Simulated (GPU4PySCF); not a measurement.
diphenyl sulfone (C12H10O2S), SMILES c1ccc(cc1)S(=O)(=O)c1ccccc1.

Geometry optimised at PBE0-D3(BJ)/def2-TZVP. One conformer was computed; it need not be the lowest.

Calculation: CAM-B3LYP/def2-TZVPD in GPU4PySCF.

Isolated molecule, no solvent.

Computed frontier levels, gap, dipole moment and polarisability:
| Property | Value |
|---|---|
| highest occupied level | -8.81 eV |
| lowest empty level | -0.64 eV |
| orbital gap | 8.17 eV |
| dipole moment | 5.36 D |
| quadrupole, principal values (traceless, Buckingham form, about the centre of nuclear charge) | -20.97, 4.37, 16.60 D·Å |
| mean static polarisability | 159.9 bohr³ (23.70 Å³) |
| polarisability, principal values | 132.2, 159.3, 188.3 bohr³ |
